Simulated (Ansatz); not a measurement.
All values below come from B3LYP-D3(BJ)/def2-TZVP in Ansatz (a quantum-chemistry and plane-wave program). No frequencies were computed at this level.

Ansatz 0.2 input:
```yaml
crystal:
  periodic: [false, false, false]
  atoms:
    - { symbol: B, position_ang: [1.231637, -0.902751, -0.007847] }
    - { symbol: C, position_ang: [-0.044913, -0.067505, -0.381339] }
    - { symbol: B, position_ang: [-1.222961, -0.872804, 0.274446] }
    - { symbol: C, position_ang: [0.016701, 1.418045, -0.004452] }
    - { symbol: H, position_ang: [1.426521, -1.935997, -0.518636] }
    - { symbol: H, position_ang: [1.987791, -0.499808, 0.788059] }
    - { symbol: H, position_ang: [-0.170215, -0.161624, -1.466406] }
    - { symbol: H, position_ang: [-1.765947, -0.455726, 1.222403] }
    - { symbol: H, position_ang: [-1.554772, -1.89898, -0.176982] }
    - { symbol: H, position_ang: [0.133258, 1.536946, 1.069595] }
    - { symbol: H, position_ang: [-0.894896, 1.932392, -0.305596] }
    - { symbol: H, position_ang: [0.857794, 1.907814, -0.493245] }
basis:
  gaussian: { orbitals: def2-tzvp }
hamiltonian:
  xc: b3lyp
  dispersion: d3bj
relax:
  max_steps: 150
```

Output:

```
Functional definition: B3LYP
1050 factors; their error is unknown
mean field evaluation 1: about -3548.3959 eV, gradient 6.1e1 eV
mean field evaluation 2: about -3540.4208 eV, gradient 8.0e1 eV
mean field evaluation 4: about -3557.6072 eV, gradient 3.0e0 eV
mean field evaluation 8: about -3557.6266 eV, gradient 3.5e-2 eV
mean field evaluation 16: about -3557.6031 eV, gradient 4.6e-5 eV
mean field -3557.60311465 eV, -130.7395030333 hartree, gradient 4.6e-5 eV, S^2 0.000000; 0 other end points of the search recorded, 0 dependent functions left out
reference -3557.60340207 eV, -130.7395135957 hartree; 15, 15 occupied and 157, 157 virtual orbitals, 1050 factors
relax step   1: F+E_penalty+E_count = -3557.96534475 eV  Δ(F+E_penalty+E_count) = +0.000e0 eV  max|allowed force component| = 6.777e-1 eV/Å  Δτ_max = 0.0000 Å  (26 SCF iters, accepted)
these checks for a lower state are left out or cut short: starts, cluster_reference, orbital_swaps, neighbouring_geometries, increment
1050 factors; their error is unknown
mean field -3557.65138463 eV, -130.7412769224 hartree, gradient 7.7e-6 eV, S^2 0.000000; 0 other end points of the search recorded, 0 dependent functions left out
reference -3557.65167310 eV, -130.7412875235 hartree; 15, 15 occupied and 157, 157 virtual orbitals, 1050 factors
relax step   2: F+E_penalty+E_count = -3558.01254070 eV  Δ(F+E_penalty+E_count) = -4.720e-2 eV  max|allowed force component| = 4.041e-1 eV/Å  Δτ_max = 0.0488 Å  (31 SCF iters, accepted)
these checks for a lower state are left out or cut short: starts, cluster_reference, orbital_swaps, neighbouring_geometries, increment
1050 factors; their error is unknown
mean field -3557.66122662 eV, -130.7416386089 hartree, gradient 7.6e-6 eV, S^2 0.000000; 0 other end points of the search recorded, 0 dependent functions left out
reference -3557.66151572 eV, -130.7416492333 hartree; 15, 15 occupied and 157, 157 virtual orbitals, 1050 factors
relax step   3: F+E_penalty+E_count = -3558.02181622 eV  Δ(F+E_penalty+E_count) = -9.276e-3 eV  max|allowed force component| = 1.662e-1 eV/Å  Δτ_max = 0.0519 Å  (32 SCF iters, accepted)
these checks for a lower state are left out or cut short: starts, cluster_reference, orbital_swaps, neighbouring_geometries, increment
1050 factors; their error is unknown
mean field evaluation 32: about -3557.6905 eV, gradient 2.6e-1 eV
mean field -3557.66766719 eV, -130.7418752955 hartree, gradient 1.8e-5 eV, S^2 0.000000; 0 other end points of the search recorded, 0 dependent functions left out
reference -3557.66795725 eV, -130.7418859551 hartree; 15, 15 occupied and 157, 157 virtual orbitals, 1050 factors
relax step   4: F+E_penalty+E_count = -3558.02869791 eV  Δ(F+E_penalty+E_count) = -6.882e-3 eV  max|allowed force component| = 2.605e-1 eV/Å  Δτ_max = 0.2000 Å  (30 SCF iters, accepted)
these checks for a lower state are left out or cut short: starts, cluster_reference, orbital_swaps, neighbouring_geometries, increment
1050 factors; their error is unknown
mean field -3557.67603046 eV, -130.7421826400 hartree, gradient 7.2e-6 eV, S^2 0.000000; 0 other end points of the search recorded, 0 dependent functions left out
reference -3557.67632027 eV, -130.7421932902 hartree; 15, 15 occupied and 157, 157 virtual orbitals, 1050 factors
relax step   5: F+E_penalty+E_count = -3558.03637351 eV  Δ(F+E_penalty+E_count) = -7.676e-3 eV  max|allowed force component| = 8.812e-2 eV/Å  Δτ_max = 0.0513 Å  (30 SCF iters, accepted)
these checks for a lower state are left out or cut short: starts, cluster_reference, orbital_swaps, neighbouring_geometries, increment
1050 factors; their error is unknown
mean field -3557.67619941 eV, -130.7421888488 hartree, gradient 7.6e-6 eV, S^2 0.000000; 0 other end points of the search recorded, 0 dependent functions left out
reference -3557.67648995 eV, -130.7421995259 hartree; 15, 15 occupied and 157, 157 virtual orbitals, 1050 factors
relax step   6: F+E_penalty+E_count = -3558.03614564 eV  Δ(F+E_penalty+E_count) = +2.279e-4 eV  max|allowed force component| = 9.092e-2 eV/Å  Δτ_max = 0.0657 Å  (30 SCF iters, rejected (line search))
these checks for a lower state are left out or cut short: starts, cluster_reference, orbital_swaps, neighbouring_geometries, increment
1050 factors; their error is unknown
mean field -3557.67773147 eV, -130.7422451509 hartree, gradient 7.2e-6 eV, S^2 0.000000; 0 other end points of the search recorded, 0 dependent functions left out
reference -3557.67802163 eV, -130.7422558140 hartree; 15, 15 occupied and 157, 157 virtual orbitals, 1050 factors
relax step   7: F+E_penalty+E_count = -3558.03761154 eV  Δ(F+E_penalty+E_count) = -1.238e-3 eV  max|allowed force component| = 2.725e-2 eV/Å  Δτ_max = 0.0328 Å  (31 SCF iters, accepted)
these checks for a lower state are left out or cut short: starts, cluster_reference, orbital_swaps, neighbouring_geometries, increment
1050 factors; their error is unknown
mean field evaluation 64: about -3557.6778 eV, gradient 7.0e-6 eV
mean field -3557.67780413 eV, -130.7422478211 hartree, gradient 7.1e-6 eV, S^2 0.000000; 0 other end points of the search recorded, 0 dependent functions left out
reference -3557.67809439 eV, -130.7422584881 hartree; 15, 15 occupied and 157, 157 virtual orbitals, 1050 factors
relax step   8: F+E_penalty+E_count = -3558.03781942 eV  Δ(F+E_penalty+E_count) = -2.079e-4 eV  max|allowed force component| = 2.486e-2 eV/Å  Δτ_max = 0.0222 Å  (31 SCF iters, accepted)
these checks for a lower state are left out or cut short: starts, cluster_reference, orbital_swaps, neighbouring_geometries, increment
1050 factors; their error is unknown
mean field -3557.67813874 eV, -130.7422601180 hartree, gradient 7.1e-6 eV, S^2 0.000000; 0 other end points of the search recorded, 0 dependent functions left out
reference -3557.67842917 eV, -130.7422707910 hartree; 15, 15 occupied and 157, 157 virtual orbitals, 1050 factors
relax step   9: F+E_penalty+E_count = -3558.03790329 eV  Δ(F+E_penalty+E_count) = -8.387e-5 eV  max|allowed force component| = 1.927e-2 eV/Å  Δτ_max = 0.0244 Å  (31 SCF iters, accepted)
these checks for a lower state are left out or cut short: starts, cluster_reference, orbital_swaps, neighbouring_geometries, increment
1050 factors; their error is unknown
mean field -3557.67819535 eV, -130.7422621984 hartree, gradient 7.0e-6 eV, S^2 0.000000; 0 other end points of the search recorded, 0 dependent functions left out
reference -3557.67848568 eV, -130.7422728677 hartree; 15, 15 occupied and 157, 157 virtual orbitals, 1050 factors
relax step  10: F+E_penalty+E_count = -3558.03803431 eV  Δ(F+E_penalty+E_count) = -1.310e-4 eV  max|allowed force component| = 6.715e-3 eV/Å  Δτ_max = 0.0124 Å  (31 SCF iters, accepted)
1050 factors; their error is unknown
mean field evaluation 96: about -3557.6782 eV, gradient 4.7e-2 eV
mean field -3557.67819535 eV, -130.7422621984 hartree, gradient 7.0e-6 eV, S^2 0.000000; 1 other end points of the search recorded, 0 dependent functions left out
reference -3557.67848568 eV, -130.7422728677 hartree; 15, 15 occupied and 157, 157 virtual orbitals, 1050 factors
Total energy: -3558.03832464 eV, -130.7554967054 hartree
Atom 0 at     1.244277    -0.898071    -0.038555 Å, force     0.001887     0.005421    -0.005297 eV/Å
Atom 1 at    -0.035657    -0.060359    -0.305014 Å, force    -0.000055    -0.002442     0.006715 eV/Å
Atom 2 at    -1.242758    -0.867323     0.245037 Å, force    -0.000179     0.003700    -0.000587 eV/Å
Atom 3 at     0.021748     1.432358     0.036073 Å, force     0.000111     0.003550     0.000226 eV/Å
Atom 4 at     1.340027    -2.006649    -0.465472 Å, force    -0.000147    -0.002623     0.001561 eV/Å
Atom 5 at     2.145664    -0.441302     0.598054 Å, force    -0.002367    -0.002281     0.001042 eV/Å
Atom 6 at    -0.161724    -0.248442    -1.392901 Å, force    -0.000139    -0.001533    -0.002871 eV/Å
Atom 7 at    -1.965377    -0.391072     1.068110 Å, force     0.001546    -0.001862    -0.000977 eV/Å
Atom 8 at    -1.459177    -1.972030    -0.146316 Å, force    -0.000688    -0.001985     0.000162 eV/Å
Atom 9 at     0.146173     1.569684     1.111581 Å, force    -0.000027     0.000376     0.000082 eV/Å
Atom 10 at    -0.892782     1.952468    -0.255318 Å, force    -0.000046    -0.000192    -0.000053 eV/Å
Atom 11 at     0.859584     1.930742    -0.455280 Å, force     0.000105    -0.000129    -0.000002 eV/Å
Dipole moment:    -0.011128     0.117267    -0.110550 e Å
```

Cost: roughly 30 core-seconds.
